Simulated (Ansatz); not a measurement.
`C[O][GeH]([CH3])[SiH3]`, charge 0, multiplicity 1.

Q: Give a relaxed structure at PBE0-D4/def2-TZVP (Ansatz). (An estimate is asked.)

A: The calculation gave: 
Z-matrix (Å, degrees):
```
C
O 1 1.403
H 1 1.099 2 112.4
H 1 1.099 2 112.2 3 121.9
H 1 1.093 2 108.2 3 -119.0
Ge 2 1.791 1 118.6 3 -63.9
Si 6 2.395 2 109.4 1 65.8
C 6 1.943 2 104.0 1 -172.4
H 6 1.551 2 107.1 1 -54.0
H 7 1.488 6 111.2 2 -58.4
H 7 1.489 6 109.6 2 -178.1
H 7 1.487 6 110.2 2 62.3
H 8 1.091 6 110.6 2 178.0
H 8 1.091 6 109.4 2 57.9
H 8 1.090 6 109.9 2 -61.7
```
This is one stationary point; other conformers may exist.
